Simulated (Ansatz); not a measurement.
A nudged elastic band was laid between two geometries of AsBH₃ (5 atoms, charge 0, multiplicity 2).

These are results of Ansatz 0.2.0, UKS BHLYP-D4/def2-TZVP, not measurements.

```
movable images  : 7
climbing image  : yes
spring          : 5.0 eV/Å²
optimiser       : quadratic models (default)
start path      : through a guess of the saddle point
force threshold : 0.05 eV/Å
iteration limit : 60
end points      : relaxed
```

Initial state:

```xyz
5
Properties=species:S:1:pos:R:3
B 0.260 -1.052 0.513
As -0.122 0.299 -0.869
H 1.212 -1.240 1.183
H -1.609 0.432 -0.692
H 0.259 1.561 -0.136
```

Final state:

```xyz
5
Properties=species:S:1:pos:R:3
B 0.275 -1.063 0.482
As -0.672 0.628 0.127
H 1.294 -1.283 1.035
H -1.344 0.275 -1.171
H 0.448 1.444 -0.472
```

**Question.** Which bonds break or form, and what moves?

**Answer.** No bond is made or broken. The height of As2 over the plane of its neighbours goes from 0.78 to -0.78 Å. The two ends are copies of one structure, up to a mirror image or an exchange of like atoms.

**Question.** Give the energies along the band, and the barrier.

**Answer.** It converged. The highest image is number 4 of 0 to 8, 0.44 eV above the ends, which have the same energy within 2 meV. A vibrational analysis at the climbing image gives one clearly imaginary mode, 456i cm⁻¹: a first-order saddle point.

| image | path coordinate (Å) | energy (eV) | height of As2 over the plane of its neighbours (Å) |
| --- | --- | --- | --- |
| 0 | 0.00 | 0.00 | 0.78 |
| 1 | 0.21 | 0.04 | 0.66 |
| 2 | 0.42 | 0.17 | 0.47 |
| 3 | 0.63 | 0.35 | 0.24 |
| 4 | 0.84 | 0.44 | 0.00 |
| 5 | 1.05 | 0.35 | -0.24 |
| 6 | 1.26 | 0.17 | -0.47 |
| 7 | 1.47 | 0.04 | -0.67 |
| 8 | 1.68 | 0.00 | -0.78 |

**Question.** What is the geometry of the highest image?

**Answer.** 
```xyz
5
Properties=species:S:1:pos:R:3
B 0.293 -1.146 0.572
As -0.313 0.370 -0.303
H 1.280 -1.349 1.175
H -1.601 0.425 -1.019
H 0.341 1.699 -0.425
```

**Question.** What are the harmonic wavenumbers there?

**Answer.** 456i, 460, 697, 713, 779, 999, 2357, 2452, 2792 cm⁻¹.

Time of the run: 90 s on 2 threads of Arm Neoverse V2, with other jobs on the host, peak memory 0.21 GiB.
